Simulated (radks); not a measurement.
Initial-state core-level shifts of the ytterbium ion Yb+ when its valence configuration changes from [Xe] 4f14 6s1. Method: non-relativistic Kohn-Sham, PBE, spin-polarised, spherical densities, point nucleus; open shells are filled with parallel spins first (spin-orbit coupling, left out, can overturn this in heavy ions); relativity is left out, which matters for an element this heavy; computed with a radial shooting solver on a logarithmic mesh with Libxc functionals. Shifts are changes of the shell-averaged eigenvalues in eV (positive: less bound); the change of the density at the nucleus, which sets a Mossbauer isomer shift, is in e/bohr^3, on a base of 2.45e+05.

| valence | 1s | 3s | 4s | 5s | density at nucleus |
|---|---|---|---|---|---|
| 4f13.5 6s1 6p0.5 | -5.700 | -6.370 | -6.110 | -3.964 | +6.66 |
| 4f13 6s1 6p1 | -11.741 | -13.169 | -12.559 | -7.944 | +14.10 |
| 4f13 5d1 6s1 | -7.789 | -9.191 | -8.555 | -4.006 | +11.57 |
| 4f13 5d2 | -5.277 | -6.638 | -5.984 | -1.443 | +0.15 |
| 4f12.5 5d1 6s1.5 | -13.432 | -15.667 | -14.597 | -7.393 | +24.22 |
| 4f13.5 5d1 6p0.5 | -3.192 | -3.830 | -3.544 | -1.385 | -4.50 |
| 4f12 6s1 6p2 | -24.718 | -27.895 | -26.303 | -15.916 | +30.94 |
| 4f14 5d0.5 6s0.5 | +1.097 | +1.110 | +1.124 | +1.163 | -5.02 |
| 4f14 6p1 | -1.212 | -1.196 | -1.205 | -1.225 | -8.73 |
